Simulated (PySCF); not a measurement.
# Bond lengths and vibrations by method: BClH3OSi cation

Calculated results; nothing here was measured. They come from PySCF 2.14.0, an open-source quantum chemistry program, on an isolated molecule that a program drew, which may never have been made. The molecule is BClH3OSi cation (charge +1, singlet), drawn as the SMILES string `[BH+]O[SiH2]Cl`.

The geometry was optimised and harmonic frequencies were computed with HF and MP2, all in the cc-pV(D+d)Z basis, for the commonest isotopes, with a restricted reference for singlets and an unrestricted one otherwise, and a frozen core in MP2. Each result is a local minimum of its method.

Geometry at the HF minimum:
```xyz
7
BClH3OSi cation, angstrom
B    -0.5660    0.0629   -0.7836
O    -1.3813   -0.8364   -0.7420
Si   -2.6004   -2.1632   -0.5474
Cl   -2.9230   -2.2431    1.4290
H     0.2193    0.9284   -0.8276
H    -1.8715   -3.3040   -1.0783
H    -3.7203   -1.6398   -1.3129
```

Lengths of the bonds as drawn, in Å (atoms numbered as above):
```
bond,HF,MP2
B1-O2,1.215,1.232
O2-Si3,1.812,1.859
Si3-Cl4,2.004,1.998
B1-H5,1.170,1.178
Si3-H6,1.454,1.460
Si3-H7,1.454,1.460
```

Rotational constants, in GHz:
```
constant     HF    MP2
       A  10.44  10.52
       B  2.586  2.499
       C  2.128  2.072
```

Harmonic frequencies in cm^-1, each column in rising order, so a row needn't be the same motion in every method:
```
rank,HF,MP2
1,101,96
2,149,139
3,265,241
4,505,457
5,633,627
6,663,637
7,744,700
8,845,773
9,845,773
10,932,881
11,1015,?
12,1847,1772
13,2451,2390
14,2481,2427
15,3020,2938
```

**Estimate the missing MP2 frequency from the HF column.**

A single factor s that minimises the squared misfit of MP2 against s times HF over the other rows is sum(HF x MP2) / sum(HF^2) = 0.9678, with an rms misfit of 24 cm^-1. For rank 11 it gives 0.9678 x 1015 = 982 cm^-1. The calculation gives 964 cm^-1, 18 cm^-1 below the estimate. The drawn bonds are on average 0.9 % longer in MP2 than in HF.
